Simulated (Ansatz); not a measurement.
Born–Oppenheimer molecular dynamics of C2H10AlNO (15 atoms, charge 0, multiplicity 1). It starts from a rough guess of a transition structure, not a stationary point.

Level of theory: UKS LDA/STO-3G (Ansatz).

- ensemble: NVE (velocity Verlet)
- time step: 0.5 fs
- steps asked: 150
- starting velocities drawn for: 600 K
- seed: 840066

First frame:

```xyz
15
Properties=species:S:1:pos:R:3
Al -0.845 -0.371 -0.210
O 0.870 0.818 0.411
C 2.101 1.460 0.398
C -0.618 -2.328 0.030
N -1.802 0.564 -1.379
H -0.110 0.795 1.238
H -0.996 0.530 1.572
H 2.700 1.159 1.268
H 2.654 1.199 -0.509
H 1.966 2.549 0.422
H -0.102 -2.541 0.972
H -1.579 -2.845 0.070
H -0.038 -2.809 -0.764
H -1.565 1.516 -1.629
H -2.635 0.304 -1.889
```

(1) How far do the bonds stretch over the last three quarters of this one trajectory? (Pairs bonded in most of those frames.)

Results:

(1) 
```json
{"bond": "Al1–O2", "mean (Å)": "1.899", "spread (Å)": "0.110", "shortest": "1.78", "longest": "2.14"}
{"bond": "Al1–C4", "mean (Å)": "1.923", "spread (Å)": "0.040", "shortest": "1.87", "longest": "1.99"}
{"bond": "Al1–N5", "mean (Å)": "1.809", "spread (Å)": "0.026", "shortest": "1.75", "longest": "1.84"}
{"bond": "Al1–H7", "mean (Å)": "1.589", "spread (Å)": "0.142", "shortest": "1.39", "longest": "1.91"}
{"bond": "O2–C3", "mean (Å)": "1.461", "spread (Å)": "0.042", "shortest": "1.37", "longest": "1.53"}
{"bond": "O2–H6", "mean (Å)": "1.060", "spread (Å)": "0.078", "shortest": "0.92", "longest": "1.22"}
{"bond": "C3–H8", "mean (Å)": "1.115", "spread (Å)": "0.029", "shortest": "1.06", "longest": "1.18"}
{"bond": "C3–H9", "mean (Å)": "1.111", "spread (Å)": "0.028", "shortest": "1.06", "longest": "1.15"}
{"bond": "C3–H10", "mean (Å)": "1.119", "spread (Å)": "0.055", "shortest": "1.04", "longest": "1.20"}
{"bond": "C4–H11", "mean (Å)": "1.102", "spread (Å)": "0.023", "shortest": "1.06", "longest": "1.14"}
{"bond": "C4–H12", "mean (Å)": "1.110", "spread (Å)": "0.057", "shortest": "1.02", "longest": "1.20"}
{"bond": "C4–H13", "mean (Å)": "1.105", "spread (Å)": "0.024", "shortest": "1.06", "longest": "1.15"}
{"bond": "N5–H14", "mean (Å)": "1.063", "spread (Å)": "0.036", "shortest": "1.01", "longest": "1.12"}
{"bond": "N5–H15", "mean (Å)": "1.061", "spread (Å)": "0.030", "shortest": "1.00", "longest": "1.11"}
```

Mean temperature of the second half: 1074 K. The conserved energy stayed within 0.75 meV per atom of its start (net change 0.2 meV per atom), so the integration is sound. The system heated up, since it started high on the potential surface and ran downhill. A run of 0.075 ps of so small a system gives no equilibrium averages. The orbitals stay closed-shell, which can raise the energy where a bond breaks towards radicals; this wasn't checked here. Limits of this set-up: minimal basis.

Run time: 6.4 min on 1 thread of Arm Neoverse V1, on a shared host, peak memory 0.11 GiB.
